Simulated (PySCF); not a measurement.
Radial density of Sr²⁺ (strontium, charge +2)

PBE, [Kr], closed-shell 1S. All numbers are calculated (PySCF 2.14, the spin-free X2C one-electron Hamiltonian (Gaussian nucleus), in x2c-TZVPall).

```
r (bohr)  4πr²ρ (e/bohr)
  0.0417           42.58
  0.0701           42.11
   0.118           57.50
   0.198           39.27
   0.334           38.77
   0.561           29.13
   0.944           8.272
    1.59           5.597
    2.67          0.7261
    4.49        0.004897
```

Densities and radii are taken from the X2C orbitals without a picture-change correction, which distorts them close to the nucleus.
